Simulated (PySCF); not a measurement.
[CuI4]2-: Cu(II) (d9), charge -2. The structure is a model geometry with rigid ligands and bond lengths from ionic radii, not a minimum; coordination tetrahedral, point group Td, metal–donor distances 2.67 Å.

The d shell alone is too small an active space for [CuI4]2- (Cu(II) with such soft donors has much ligand-hole, Cu(I)-like character): its levels, fitted parameters, g values and moments show what this model gives and aren't sound predictions.

```
5

Cu    0.000    0.000    0.000
I     1.542    1.542    1.542
I    -1.542   -1.542    1.542
I    -1.542    1.542   -1.542
I     1.542   -1.542   -1.542
```

Method (PySCF 2.14, density fitting): CASSCF(9,5) with orbitals averaged over all microstates of the shell, strongly contracted NEVPT2 on the averaged canonical orbitals; basis x2c-TZVPall on the metal, x2c-SVPall elsewhere; spin-free X2C; IEF-PCM water; spin-orbit coupling by state interaction with the mean-field operator over all roots.

(1) Which term lies lowest, and with what spin?

(2) List the excited states of the same spin.

(3) Give the fitted ligand-field and repulsion parameters.

(4) What are the magnetic parameters?

Ligand-hole states mix strongly into such Cu(II) halides; the d shell alone makes them too ionic, overstates g shifts and moments and can put the wrong state lowest. The ground state is orbitally degenerate in this regular structure, which would distort (Jahn–Teller), so its moment is that of the undistorted model.

The job took 46 s on one thread of Arm Neoverse V2 (shared host), with 192 basis functions and a peak of 0.64 GiB, launched as `OMP_NUM_THREADS=1 python lf_run.py task.json out`.

## Answers

(1) 2T2 (S = 1/2, orbital degeneracy 3), with 4.0 electrons in the lower (e-type) set and 5.0 in the upper (t2-type) set, by NEVPT2.

(2) By NEVPT2: 2E at 2753 cm⁻¹. The strongest, at 2753 cm⁻¹, has f = 1.6e-05.

(3) At NEVPT2 level: orbital energies 0, 0, 2753, 2753, 2753 cm⁻¹; 10Dq = 2753 cm⁻¹; ζ = 773 cm⁻¹ (free ion 818).

(4) Degenerate or low-lying orbital states mix with the ground state, so no spin-only Hamiltonian applies. The lowest spin-orbit level is 2-fold, effective g = 1.92, 1.92, 1.92; the next lies at 731.9 cm⁻¹. μeff is 2.69 μB at 300 K and 1.71 μB at 10 K; the spin-only value is 1.73 μB.
